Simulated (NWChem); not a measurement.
System: 1,1,1-trifluoroethane (C$_{2}$H$_{3}$F$_{3}$); SMILES CC(F)(F)F

```xyz
8

C      0.0000     0.0000    -1.4773
C      0.0000     0.0000     0.0294
F     -0.8879    -0.8900     0.5259
F     -0.3268     1.2139     0.5259
F      1.2147    -0.3240     0.5259
H      0.2684    -0.9937    -1.8433
H      0.7264     0.7292    -1.8433
H     -0.9947     0.2644    -1.8433
```
Atoms are numbered in this order, from 1.

Level: B3LYP/6-31G* (spherical d) (NWChem), optimised geometry, unscaled harmonic frequencies. 

### Question
List the harmonic frequencies with IR intensities, and the thermochemistry.

### Answer
| frequency (cm⁻¹) | IR intensity (km/mol) |
|---|---|
| 244 | 0.0 |
| 360 | 0.6 |
| 360 | 0.6 |
| 533 | 0.9 |
| 533 | 0.9 |
| 593 | 20.5 |
| 835 | 3.9 |
| 993 | 49.8 |
| 993 | 49.9 |
| 1275 | 228.9 |
| 1275 | 228.9 |
| 1302 | 167.6 |
| 1460 | 69.2 |
| 1515 | 0.1 |
| 1515 | 0.1 |
| 3089 | 1.0 |
| 3172 | 6.8 |
| 3172 | 6.8 |

```
Quantity                                                                            Value
-----------------------------------------------------------------------  ----------------
zero-point energy                                                           33.2 kcal/mol
thermal correction to the enthalpy at 298.15 K (with zero-point energy)     36.8 kcal/mol
heat capacity Cv                                                         16.3 cal/(mol K)
entropy at 298.15 K and 1 atm (symmetry number 3)                        68.3 cal/(mol K)
dipole moment                                                                      2.04 D
```

Rigid rotor and harmonic oscillator.
